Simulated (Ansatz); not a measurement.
C₃H₈Te, SMILES `CC(C)[TeH]`, relaxed with RKS PBE-D4/def2-SVP in Ansatz from a rough embedded geometry. The force threshold is 0.03 eV/Å; the program also tests the step.

Total charge 0; spin multiplicity 1. Te takes the def2 core potential.

Start:

```xyz
12

C     1.318    0.580   -0.186
C     0.112   -0.073    0.389
C    -1.118    0.279   -0.406
Te    0.305   -2.138    0.457
H     2.266    0.283    0.377
H     1.502    0.200   -1.288
H     1.257    1.687   -0.239
H     0.002    0.339    1.429
H    -1.104   -0.067   -1.475
H    -2.059   -0.147    0.069
H    -1.286    1.395   -0.428
H    -1.195   -2.336    1.300
```

Task: How much energy does the relaxation release, and in how many steps? (An estimate is asked.)

Result: Computed: 8.29 kcal/mol, in 4 steps.

Task: Which bonds change most? (An estimate is asked.)

Result: Computed: C2–Te4 from 2.075 to 2.223 Å; C1–H6 from 1.181 to 1.110 Å; Te4–H12 from 1.731 to 1.683 Å; C1–C2 from 1.487 to 1.526 Å.

Task: Give the relaxed structure. (An estimate is asked.)

Result: The calculation gave: 
```xyz
12

C     1.356    0.559   -0.224
C     0.082   -0.019    0.384
C    -1.174    0.331   -0.404
Te    0.356   -2.219    0.550
H     2.256    0.322    0.379
H     1.521    0.183   -1.256
H     1.275    1.666   -0.286
H    -0.015    0.311    1.438
H    -1.117   -0.051   -1.444
H    -2.091   -0.084    0.060
H    -1.293    1.437   -0.452
H    -1.157   -2.436    1.254
```
